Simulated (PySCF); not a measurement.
# Broadened absorption spectrum of ZnMe(nBu)

Species: ZnMe(nBu), C₅H₁₂Zn (singlet state).
SMILES: `CCC[CH2][Zn][CH3]`

Computed with TDDFT PBE0/def2-SVPD, vertical, gas phase, core orbitals frozen in the response (PySCF 2.14.0, density-fitted response routines). Geometry: PBE0-D3(BJ)/def2-SVP; no solvent, vibrations or thermal averaging.

Computed states:

| state | E (eV) | f |
| --- | --- | --- |
| S1 | 5.52 | 0.0014 |
| S2 | 5.57 | 0.0003 |
| S3 | 6.09 | 0.298 |
| S4 | 6.93 | 0.012 |
| S5 | 7.41 | 0.047 |
| S6 | 7.48 | 0.043 |
| S7 | 7.52 | 0.015 |
| S8 | 7.60 | 0.069 |
| S9 | 7.69 | 0.029 |
| S10 | 7.77 | 0.014 |
| S11 | 7.89 | 0.014 |
| S12 | 7.93 | 0.0014 |
| S13 | 7.96 | 0.043 |
| S14 | 8.02 | 0.0067 |
| S15 | 8.06 | 0.018 |

Broadening: Gaussians 0.5 eV wide at half height, area fixed by f = 4.319×10⁻⁹ ∫ε dν̃. The width is an assumption, not a result. The curve ends short of the highest state used, and states not computed would add to its high-energy end.

Task: What does the envelope look like, and where are its maxima?

Result: 
λ (nm), ε (L mol⁻¹ cm⁻¹) and a bar:
```
    166.2       9984 ###################
    169.5       6632 #############
    172.7       3463 #######
    176.0       1629 ###
    179.2        920 ##
    182.4        630 #
    185.7        665 #
    188.9       1483 ###
    192.2       3860 #######
    195.4       7847 ###############
    198.6      12427 ########################
    201.9      15623 ##############################
    205.1      15701 ##############################
    208.4      12883 #########################
    211.6       8900 #################
    214.8       5257 ##########
    218.1       2652 #####
    221.3       1229 ##
    224.6        527 #
    227.8        238 
    231.0        118 
    234.3         64 
    237.5         37 
    240.8         20 
    244.0         11 
    247.2          5 
    250.5          2 
    253.7          1 
    257.0          0 
    260.2          0
```

Maxima: 204 nm (6.09 eV), ε about 16000, made up of S3 (100%) (ε in L mol⁻¹ cm⁻¹; maxima over ε = 5, shares over 10%). At its high-energy end, 7.46 eV, the curve is still rising (ε about 10000, from S5, S6 and S8).

Task: What would ε be at 6.09 eV, the highest of these maxima, with half the width (0.25 eV)?

Result: About 32100 L mol⁻¹ cm⁻¹ against 16100, a factor of about 2.00; a lone state at its own centre would give exactly 2.

Task: Coming from long wavelengths, where does ε first pass 100 L mol⁻¹ cm⁻¹?

Result: At about 232 nm (5.35 eV), 0.17 eV below S1.

Task: On this curve, what absorbance would a 10⁻⁵ mol/L sample give at 222 nm over a 1 cm path?

Result: 222 nm is 5.585 eV, where ε is about 1000 L mol⁻¹ cm⁻¹, so A = ε c l ≈ 0.01 (Beer–Lambert, with the gas-phase spectrum and the assumed width).
